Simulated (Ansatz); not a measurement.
Ansatz results at the PBE0-D4/def2-TZVP geometry: LUMO energy (PBE/def2-TZVPP) -2.89 eV; size of the dipole moment (ωB97M-V/def2-TZVPP) 1.55 D; size of the dipole moment (B3LYP/def2-TZVPP) 1.56 D.

Each molecule was computed in one conformer, which needn't be the lowest.

Problem. Which molecule gave them?
A. `[SiH3][O][Ge][O][SiH3]`
B. `[GeH][Br]`
C. `CC(C)[O][Ge][Cl]`
D. `C[N](C)[Ge][Cl]`

Solution. C. The others give `[GeH][Br]`: -3.90, 1.89, 1.75; `[SiH3][O][Ge][O][SiH3]`: -2.84, 1.27, 1.24; `C[N](C)[Ge][Cl]`: -2.43, 3.01, 3.09.

B3LYP here is the variant with VWN-RPA as its local correlation; programs differ in this.
